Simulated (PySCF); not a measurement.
F$_{2}$S, triplet, at a GFN2-xTB geometry (a higher spin typed on purpose: for a closed-shell molecule this is an excited state), with bond 1-2 at 1.6 times its length; B3LYP/6-311G** (PySCF).

PySCF was given this input:
```python
from pyscf import gto, scf, dft

mol = gto.Mole()
mol.atom = '''
    F    -1.64509313   -1.37459543    0.00375497
    S    -0.09238123    0.70770983   -0.00877839
    F     1.22705948   -0.66441984    0.01655107
'''
mol.basis = '6-311g**'
mol.spin = 2
mol.verbose = 4
mol.build()

mf = dft.UKS(mol)
mf.xc = 'b3lyp'
mf.DIIS = scf.ADIIS
mf.kernel()
mf.analyze()
```

It wrote (shortened):

```
PySCF version 2.14.0

[INPUT] verbose = 4
[INPUT] num. atoms = 3
[INPUT] num. electrons = 34
[INPUT] charge = 0
[INPUT] spin (= nelec alpha-beta = 2S) = 2
[INPUT] symmetry False subgroup None
[INPUT] Mole.unit = angstrom
[INPUT] Symbol           X                Y                Z      unit          X                Y                Z       unit  Magmom
[INPUT]  1 F     -1.645093130000  -1.374595430000   0.003754970000 AA   -3.108775465104  -2.597608894779   0.007095864906 Bohr   0.0
[INPUT]  2 S     -0.092381230000   0.707709830000  -0.008778390000 AA   -0.174575223750   1.337377754362  -0.016588752915 Bohr   0.0
[INPUT]  3 F      1.227059480000  -0.664419840000   0.016551070000 AA    2.318806355751  -1.255571529327   0.031276989369 Bohr   0.0

nuclear repulsion = 83.850522472467
number of shells = 28
number of NR pGTOs = 107
number of NR cGTOs = 62
basis = 6-311g**
ecp = {}

******** <class 'pyscf.dft.uks.UKS'> ********
method = UKS
initial guess = minao
damping factor = 0
level_shift factor = 0
DIIS = <class 'pyscf.scf.diis.ADIIS'>
diis_start_cycle = 1
diis_space = 8
diis_damp = 0
SCF conv_tol = 1e-09
SCF conv_tol_grad = None
SCF max_cycles = 50
direct_scf = True
direct_scf_tol = 1e-13
number electrons alpha = 18  beta = 16
XC library pyscf.dft.libxc version 7.1.2
    S. Lehtola, C. Steigemann, M. J. T. Oliveira, and M. A. L. Marques,  SoftwareX 7, 1–5 (2018)
XC functionals = b3lyp
    P. J. Stephens, F. J. Devlin, C. F. Chabalowski, and M. J. Frisch,  J. Phys. Chem. 98, 11623 (1994)
radial grids:
    Treutler-Ahlrichs [JCP 102, 346 (1995); DOI:10.1063/1.469408] (M4) radial grids

becke partition: Becke, JCP 88, 2547 (1988); DOI:10.1063/1.454033
pruning grids: <function nwchem_prune>
grids dens level: 3
symmetrized grids: False
atomic radii adjust function: <function treutler_atomic_radii_adjust>
small_rho_cutoff = 0
Set gradient conv threshold to 3.16228e-05
tot grids = 47408
init E= -597.547295736329

cycle= 1 E= -597.356586025782  delta_E= 0.191  |g|= 0.844  |ddm|= 0.983
cycle= 2 E= -586.80217420415  delta_E= 10.6  |g|= 3.17  |ddm|= 4.22

cycle= 3 E= -596.245546824384  delta_E= -9.44  |g|= 1.72  |ddm|= 3.82
cycle= 4 E= -597.210842848562  delta_E= -0.965  |g|= 0.978  |ddm|= 0.758
cycle= 5 E= -596.543723661044  delta_E= 0.667  |g|= 1.67  |ddm|= 1.12
cycle= 6 E= -597.65264565416  delta_E= -1.11  |g|= 0.462  |ddm|= 0.653
cycle= 7 E= -597.702276763299  delta_E= -0.0496  |g|= 0.362  |ddm|= 0.415
cycle= 8 E= -597.665079127772  delta_E= 0.0372  |g|= 0.412  |ddm|= 0.355
cycle= 9 E= -597.745160682768  delta_E= -0.0801  |g|= 0.109  |ddm|= 0.343
cycle= 10 E= -597.729087445  delta_E= 0.0161  |g|= 0.222  |ddm|= 0.203
cycle= 11 E= -597.748916190652  delta_E= -0.0198  |g|= 0.0787  |ddm|= 0.12
cycle= 12 E= -597.747602256061  delta_E= 0.00131  |g|= 0.113  |ddm|= 0.122
cycle= 13 E= -597.751117481003  delta_E= -0.00352  |g|= 0.0837  |ddm|= 0.0868
cycle= 14 E= -597.748134563412  delta_E= 0.00298  |g|= 0.12  |ddm|= 0.126
cycle= 15 E= -597.754697125236  delta_E= -0.00656  |g|= 0.0559  |ddm|= 0.122
cycle= 16 E= -597.744086522169  delta_E= 0.0106  |g|= 0.176  |ddm|= 0.145
cycle= 17 E= -597.75693509828  delta_E= -0.0128  |g|= 0.0396  |ddm|= 0.0827
cycle= 18 E= -597.751972165274  delta_E= 0.00496  |g|= 0.119  |ddm|= 0.104
cycle= 19 E= -597.757918836437  delta_E= -0.00595  |g|= 0.0272  |ddm|= 0.0582
cycle= 20 E= -597.755707930365  delta_E= 0.00221  |g|= 0.0813  |ddm|= 0.0694
cycle= 21 E= -597.75830769935  delta_E= -0.0026  |g|= 0.0198  |ddm|= 0.0364
cycle= 22 E= -597.758038179745  delta_E= 0.00027  |g|= 0.0333  |ddm|= 0.0326
cycle= 23 E= -597.758513628882  delta_E= -0.000475  |g|= 0.00354  |ddm|= 0.0187
cycle= 24 E= -597.758483806205  delta_E= 2.98e-05  |g|= 0.0106  |ddm|= 0.0104
cycle= 25 E= -597.758530022965  delta_E= -4.62e-05  |g|= 0.000893  |ddm|= 0.00587
cycle= 26 E= -597.758531550728  delta_E= -1.53e-06  |g|= 0.00133  |ddm|= 0.00288
cycle= 27 E= -597.758526223174  delta_E= 5.33e-06  |g|= 0.00403  |ddm|= 0.00369
cycle= 28 E= -597.758532709441  delta_E= -6.49e-06  |g|= 0.000919  |ddm|= 0.00192
cycle= 29 E= -597.758530995111  delta_E= 1.71e-06  |g|= 0.00229  |ddm|= 0.00212
cycle= 30 E= -597.758533183467  delta_E= -2.19e-06  |g|= 0.000476  |ddm|= 0.00116
cycle= 31 E= -597.758532592973  delta_E= 5.9e-07  |g|= 0.00137  |ddm|= 0.0013
cycle= 32 E= -597.758533371668  delta_E= -7.79e-07  |g|= 0.000277  |ddm|= 0.00072
cycle= 33 E= -597.758533250513  delta_E= 1.21e-07  |g|= 0.000707  |ddm|= 0.000736
cycle= 34 E= -597.758533474153  delta_E= -2.24e-07  |g|= 9.9e-05  |ddm|= 0.00048
cycle= 35 E= -597.758533509967  delta_E= -3.58e-08  |g|= 0.00016  |ddm|= 0.000308
cycle= 36 E= -597.758533491485  delta_E= 1.85e-08  |g|= 0.000399  |ddm|= 0.000359
cycle= 37 E= -597.758533548266  delta_E= -5.68e-08  |g|= 0.000158  |ddm|= 0.000272
cycle= 38 E= -597.758533561134  delta_E= -1.29e-08  |g|= 0.000199  |ddm|= 0.00026
cycle= 39 E= -597.758533537867  delta_E= 2.33e-08  |g|= 0.000358  |ddm|= 0.00033
cycle= 40 E= -597.758533593385  delta_E= -5.55e-08  |g|= 7.15e-05  |ddm|= 0.000243
cycle= 41 E= -597.758533592825  delta_E= 5.6e-10  |g|= 0.000176  |ddm|= 0.000204
cycle= 42 E= -597.7585336043  delta_E= -1.15e-08  |g|= 0.000105  |ddm|= 0.000172
cycle= 43 E= -597.758533611713  delta_E= -7.41e-09  |g|= 9.19e-05  |ddm|= 0.000152
cycle= 44 E= -597.758533610489  delta_E= 1.22e-09  |g|= 0.000149  |ddm|= 0.000153
cycle= 45 E= -597.758533620363  delta_E= -9.87e-09  |g|= 5.91e-05  |ddm|= 0.000121
cycle= 46 E= -597.758533621967  delta_E= -1.6e-09  |g|= 8.77e-05  |ddm|= 0.000107
cycle= 47 E= -597.758533625887  delta_E= -3.92e-09  |g|= 2.04e-05  |ddm|= 5.23e-05
cycle= 48 E= -597.758533627819  delta_E= -1.93e-09  |g|= 3.44e-05  |ddm|= 6.89e-05
cycle= 49 E= -597.758533628683  delta_E= -8.64e-10  |g|= 3.71e-05  |ddm|= 4.73e-05
cycle= 50 E= -597.758533630205  delta_E= -1.52e-09  |g|= 1.54e-05  |ddm|= 4.36e-05
SCF not converged.
SCF energy = -597.758533630205 after 50 cycles  <S^2> = 2.0184275  2S+1 = 3.01226
**** SCF Summaries ****
Total Energy =                        -597.758533630205193
Nuclear Repulsion Energy =              83.850522472466977
One-electron Energy =                 -995.552104576510601
Two-electron Energy =                  313.943048473838360
Two-electron Coulomb Energy =          360.385296827025286
DFT Exchange-Correlation Energy =      -46.442248353186905
**** MO energy ****
                             alpha | beta                alpha | beta
MO #1   energy= -89.0175224733623  | -89.0090357869636  occ= 1 | 1
MO #2   energy= -24.710975254205   | -24.7085340988522  occ= 1 | 1
MO #3   energy= -24.6525098602233  | -24.6278532181705  occ= 1 | 1
MO #4   energy= -8.09230666895684  | -8.08464996256436  occ= 1 | 1
MO #5   energy= -6.05952643409152  | -6.05259936177169  occ= 1 | 1
MO #6   energy= -6.05781790831911  | -6.03916527495374  occ= 1 | 1
MO #7   energy= -6.04582061955616  | -6.03563432700421  occ= 1 | 1
MO #8   energy= -1.18020694190932  | -1.17447913410921  occ= 1 | 1
MO #9   energy= -1.12151241912842  | -1.05410952692844  occ= 1 | 1
MO #10  energy= -0.787955148516971 | -0.731966530026455 occ= 1 | 1
MO #11  energy= -0.489085959778851 | -0.482427125786515 occ= 1 | 1
MO #12  energy= -0.462808710054643 | -0.438790442195277 occ= 1 | 1
MO #13  energy= -0.460653163140013 | -0.429970224013076 occ= 1 | 1
MO #14  energy= -0.431669643216608 | -0.349773052390548 occ= 1 | 1
MO #15  energy= -0.381959452783599 | -0.349205933038426 occ= 1 | 1
MO #16  energy= -0.373735432921474 | -0.323426549896879 occ= 1 | 1
MO #17  energy= -0.367699103980706 | -0.23472307363886  occ= 1 | 0
MO #18  energy= -0.331393986199142 | -0.193722299182979 occ= 1 | 0
MO #19  energy= -0.18605824263372  | -0.167504738684619 occ= 0 | 0
MO #20  energy= 0.14080661819683   | 0.155143410288766  occ= 0 | 0
MO #21  energy= 0.150639377151776  | 0.161063420975029  occ= 0 | 0
MO #22  energy= 0.159959096560985  | 0.168144034462664  occ= 0 | 0
MO #23  energy= 0.337352000419742  | 0.358826325329801  occ= 0 | 0
MO #24  energy= 0.595090412768693  | 0.636735068583873  occ= 0 | 0
MO #25  energy= 0.607253056516161  | 0.650988370089626  occ= 0 | 0
MO #26  energy= 0.617553452101076  | 0.672787456278195  occ= 0 | 0

To work with the spin densities directly, `use mulliken_meta_spin()` only printing them here.

 ** Mulliken spin pop alpha/beta on meta-lowdin orthogonal AOs **
 ** Mulliken Spin Density (per AO)  **
spin_pop of  0 F 1s       -0.00000
spin_pop of  0 F 2s        0.00115
spin_pop of  0 F 3s       -0.00017
spin_pop of  0 F 4s        0.00000
spin_pop of  0 F 2px       0.18484
spin_pop of  0 F 2py       0.54821
spin_pop of  0 F 2pz       0.01848
spin_pop of  0 F 3px      -0.00012
spin_pop of  0 F 3py      -0.00019
spin_pop of  0 F 3pz      -0.00021
spin_pop of  0 F 4px      -0.00002
spin_pop of  0 F 4py      -0.00004
spin_pop of  0 F 4pz      -0.00002
spin_pop of  0 F 3dxy      0.00006
spin_pop of  0 F 3dyz      0.00000
spin_pop of  0 F 3dz^2     0.00002
spin_pop of  0 F 3dxz      0.00000
spin_pop of  0 F 3dx2-y2    0.00002
spin_pop of  1 S 1s       -0.00000
spin_pop of  1 S 2s        0.00001
spin_pop of  1 S 3s        0.00495
spin_pop of  1 S 4s        0.00067
spin_pop of  1 S 5s        0.00001
spin_pop of  1 S 6s        0.00002
spin_pop of  1 S 2px       0.00003
spin_pop of  1 S 2py       0.00000
spin_pop of  1 S 2pz       0.00011
spin_pop of  1 S 3px       0.25310
spin_pop of  1 S 3py       0.03420
spin_pop of  1 S 3pz       0.89094
spin_pop of  1 S 4px       0.00169
spin_pop of  1 S 4py       0.00123
spin_pop of  1 S 4pz       0.00356
spin_pop of  1 S 5px       0.00006
spin_pop of  1 S 5py       0.00005
spin_pop of  1 S 5pz       0.00007
spin_pop of  1 S 6px      -0.00000
spin_pop of  1 S 6py       0.00000
spin_pop of  1 S 6pz      -0.00002
spin_pop of  1 S 3dxy      0.00024
spin_pop of  1 S 3dyz      0.00007
spin_pop of  1 S 3dz^2     0.00053
spin_pop of  1 S 3dxz      0.00000
spin_pop of  1 S 3dx2-y2    0.00007
spin_pop of  2 F 1s       -0.00000
spin_pop of  2 F 2s        0.00185
spin_pop of  2 F 3s        0.00015
spin_pop of  2 F 4s        0.00000
spin_pop of  2 F 2px      -0.03733
spin_pop of  2 F 2py       0.00475
spin_pop of  2 F 2pz       0.08683
spin_pop of  2 F 3px       0.00003
spin_pop of  2 F 3py       0.00012
spin_pop of  2 F 3pz       0.00005
spin_pop of  2 F 4px      -0.00000
spin_pop of  2 F 4py       0.00001
spin_pop of  2 F 4pz      -0.00000
spin_pop of  2 F 3dxy     -0.00001
spin_pop of  2 F 3dyz     -0.00000
spin_pop of  2 F 3dz^2    -0.00001
spin_pop of  2 F 3dxz     -0.00001
spin_pop of  2 F 3dx2-y2   -0.00000
 ** Mulliken Spin Density (per atom)  **
spin density of  0 F =      0.75200
spin density of  1 S =      1.19157
spin density of  2 F =      0.05642
 ** Mulliken pop alpha/beta on meta-lowdin orthogonal AOs **
 ** Mulliken pop       alpha | beta **
In total            18.00000 | 16.00000
 ** Mulliken atomic charges   ( Nelec_alpha | Nelec_beta ) **
charge of  0F =     -0.23444  (     4.99322      4.24122 )
charge of  1S =      0.52196  (     8.33481      7.14323 )
charge of  2F =     -0.28752  (     4.67197      4.61555 )
Dipole moment(X, Y, Z, Debye):  0.27862,  3.49532, -0.03800
```

The run did not converge; its last values are not results.
